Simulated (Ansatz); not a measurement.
Geometry optimisation, RKS B3LYP/def2-SVP in Ansatz 0.2.0.

Input file:

```yaml
crystal:
  periodic: [false, false, false]
  atoms:
    - { symbol: "N", position_ang: [-0.6561, 1.1839, -0.7617] }
    - { symbol: Si, position_ang: [0.1448, -0.3198, -0.4852] }
    - { symbol: B, position_ang: [0.6368, -0.4302, 1.3668] }
    - { symbol: F, position_ang: [1.4516, -1.5841, 1.8581] }
    - { symbol: H, position_ang: [-0.04223, 1.79723, -1.41571] }
    - { symbol: H, position_ang: [-0.68271, 1.76065, 0.14984] }
    - { symbol: H, position_ang: [1.376, -0.3772, -1.3267] }
    - { symbol: H, position_ang: [-0.7042, -1.4221, -0.8204] }
    - { symbol: H, position_ang: [0.4101, 0.4657, 2.1646] }
basis:
  gaussian: { orbitals: def2-SVP }
hamiltonian:
  xc: b3lyp
relax:
  f_tol: 0.015
  max_steps: 40
```

Launched with:

```bash
$ ansatz run input.yaml --threads 1 --pin off --max-ram 2048MiB --backend cpu --events-out ev --progress --plain --runs-dir out
```

Where does it end, and by what steps?

It converged. After 16 steps the energy has fallen by 0.918 eV; N1 moved furthest, 0.50 Å.

```json
{"step": "0", "energy less start (eV)": "0.0000", "largest force component (eV/Å)": "3.506", "accepted": "yes"}
{"step": "1", "energy less start (eV)": "-0.5244", "largest force component (eV/Å)": "3.009", "accepted": "yes"}
{"step": "2", "energy less start (eV)": "-0.5124", "largest force component (eV/Å)": "3.032", "accepted": "no"}
{"step": "3", "energy less start (eV)": "-0.8276", "largest force component (eV/Å)": "0.933", "accepted": "yes"}
{"step": "4", "energy less start (eV)": "-0.8602", "largest force component (eV/Å)": "0.264", "accepted": "yes"}
{"step": "5", "energy less start (eV)": "-0.8772", "largest force component (eV/Å)": "0.284", "accepted": "yes"}
{"step": "6", "energy less start (eV)": "-0.8946", "largest force component (eV/Å)": "0.347", "accepted": "yes"}
{"step": "7", "energy less start (eV)": "-0.8955", "largest force component (eV/Å)": "0.790", "accepted": "yes"}
{"step": "8", "energy less start (eV)": "-0.9147", "largest force component (eV/Å)": "0.081", "accepted": "yes"}
{"step": "9", "energy less start (eV)": "-0.9165", "largest force component (eV/Å)": "0.135", "accepted": "yes"}
{"step": "10", "energy less start (eV)": "-0.9176", "largest force component (eV/Å)": "0.046", "accepted": "yes"}
{"step": "11", "energy less start (eV)": "-0.9156", "largest force component (eV/Å)": "0.218", "accepted": "no"}
{"step": "12", "energy less start (eV)": "-0.9181", "largest force component (eV/Å)": "0.046", "accepted": "yes"}
{"step": "13", "energy less start (eV)": "-0.9184", "largest force component (eV/Å)": "0.018", "accepted": "yes"}
{"step": "14", "energy less start (eV)": "-0.9184", "largest force component (eV/Å)": "0.030", "accepted": "yes"}
{"step": "15", "energy less start (eV)": "-0.9185", "largest force component (eV/Å)": "0.016", "accepted": "yes"}
{"step": "16", "energy less start (eV)": "-0.9185", "largest force component (eV/Å)": "0.005", "accepted": "yes"}
```

```xyz
9
Properties=species:S:1:pos:R:3
N -0.216 1.403 -0.695
Si 0.248 -0.264 -0.475
B 0.734 -0.506 1.490
F 1.538 -1.490 1.871
H -0.425 1.752 -1.626
H -0.844 1.825 -0.017
H 1.399 -0.550 -1.385
H -0.802 -1.294 -0.816
H 0.302 0.199 2.382
```

Whether the end is a true minimum wasn't checked by a vibrational analysis.

The run took 74 s on 1 thread of Intel(R) Xeon(R) Processor @ 2.70GHz, with other jobs on the host, peak memory 0.17 GiB.
